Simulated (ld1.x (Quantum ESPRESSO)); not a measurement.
Pseudopotential generation for Mg: TM, PBE, fully relativistic.

* Element: magnesium (Mg)
* Generator: ld1.x (Quantum ESPRESSO) 7.5
* Type: norm-conserving Troullier–Martins (Kleinman–Bylander form)
* Functional: PBE
* Relativity: fully relativistic
* Frozen core: [Ne]
* Valence charge: 2
* Reference configuration: 3s1 3p0 (charge +1)
* Partial waves: 3s (bound): rc 1.75 bohr; 3p (bound, empty): rc 2.85 bohr; 3d channel at -0.1 Ry: rc 2.50 bohr
* Local potential: all-electron potential smoothed inside 2.80 bohr (lloc = -1)
* Core correction: none

Open shells are filled in proportion to 2j + 1 (rel_dist='average').

Estimate the cutoffs (Ry, on a coarse ladder) from which the occupation-weighted sum of valence levels, in a spherical-Bessel basis at the reference potential, stays within 10 and 1 mRy of its value at 400 Ry.

8 Ry and 25 Ry.

Does the potential have ghost states?

No extra level below or beside the all-electron valence levels (s, p1/2, p3/2, d3/2, d5/2, f tested).

Tests: 3s2 3p0; 3s1.5 3p0; 3s1 3p1; 3s0 3p2; 3s0 3p1. Which has the largest error in its energy relative to the reference configuration, and how large is it?

3s0 3p1, with +58 meV (all-electron minus pseudo) on +4.37 eV.
